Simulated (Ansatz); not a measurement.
thiophene (C4H4S), singlet, geometry from GFN2-xTB; Ansatz (a first-principles code) with CAM-B3LYP/STO-3G.

Input for Ansatz:
Ansatz 0.2 input:
```yaml
crystal:
  periodic: [false, false, false]
  atoms:
    - {symbol: S, position_ang: [0.00863827, -0.00734061, 1.19288588]}
    - {symbol: C, position_ang: [0.00298819, 1.22583323, -0.00509457]}
    - {symbol: C, position_ang: [-0.00317090, -1.22567797, -0.02013572]}
    - {symbol: C, position_ang: [-0.00738740, 0.71507349, -1.26119565]}
    - {symbol: C, position_ang: [-0.01094132, -0.69949816, -1.26987470]}
    - {symbol: H, position_ang: [0.00773103, 2.25348024, 0.29900803]}
    - {symbol: H, position_ang: [-0.00360091, -2.25698993, 0.27133421]}
    - {symbol: H, position_ang: [-0.01235842, 1.31824779, -2.15134971]}
    - {symbol: H, position_ang: [-0.01891549, -1.29167192, -2.16736278]}
basis:
  gaussian:
    orbitals: STO-3G
hamiltonian:
  xc: cam_b3lyp
```

It wrote (shortened):

```
Functional definition: CAM-B3LYP
438 factors; integrals over basis functions are off by at most 5.3e-5 eV
166 factors; integrals over basis functions are off by at most 3.3e-6 eV
mean field evaluation 1: about -14873.4014 eV, gradient 9.8e0 eV
mean field evaluation 2: about -14873.5792 eV, gradient 8.2e0 eV
mean field evaluation 4: about -14873.7800 eV, gradient 3.4e-1 eV
mean field evaluation 8: about -14873.7058 eV, gradient 2.1e-2 eV
mean field -14873.70582280 eV, -546.5986072280 hartree, gradient 6.0e-5 eV, S^2 0.000000; 0 other end points of the search recorded, 0 dependent functions left out
reference -14873.70590943 eV, -546.5986104114 hartree; 22, 22 occupied and 11, 11 virtual orbitals, 438 factors
Total energy: -14873.70590943 eV, -546.5986104114 hartree
```
